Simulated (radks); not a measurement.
Hf7+, configuration [Kr] 4d10 4f13 5s2 5p4. Calculated with a radial shooting solver on a logarithmic mesh with Libxc functionals: non-relativistic Kohn-Sham, PBE, spin-polarised, spherical densities, point nucleus; open shells are filled with parallel spins first (spin-orbit coupling, left out, can overturn this in heavy ions); relativity is left out, which matters for an element this heavy. Some entries of the table are withheld. Estimate them.

orbital  occ.  eigenvalue (eV)  <r^2> (bohr^2)  <r> (bohr)
1s up       1        -60309.15       0.0005919     0.02104
1s down     1        -60308.96       0.0005919     0.02104
2s up       1        -9937.095        0.009291     0.08903
2s down     1        -9936.970        0.009291     0.08903
2p up       3        -9516.843        0.006877     0.07534
2p down     3        -9516.658        0.006877     0.07534
3s up       1        -2327.675         0.05858      0.2268
3s down     1        -2326.878         0.05856      0.2267
3p up       3        -2134.327         0.05429      0.2167
3p down     3        -2133.564         0.05427      0.2167
3d up       5        -1773.961         0.04242      0.1904
3d down     5        -1773.377         0.04240      0.1904
4s up       1        -539.8334          0.2896      0.5069
4s down     1        -538.5566          0.2896      0.5069
4p up       3        -460.0388          0.3014      0.5151
4p down     3        -458.7426          0.3013      0.5150
4d up       5        -315.2200          0.3307      0.5346
4d down     5        -313.8719          0.3301      0.5342
5s up       1        -150.9174             (1)       1.160
5s down     1        -148.1025             (2)       1.161
4f up       7        -128.2709          0.4665      0.6150
4f down     6        -126.6746          0.4619      0.6123
5p up       3        -126.3650           1.741       1.248
5p down     1        -123.5865           1.754       1.252

Answer. 
(1) 5s up <r^2> (bohr^2): 1.499
(2) 5s down <r^2> (bohr^2): 1.504
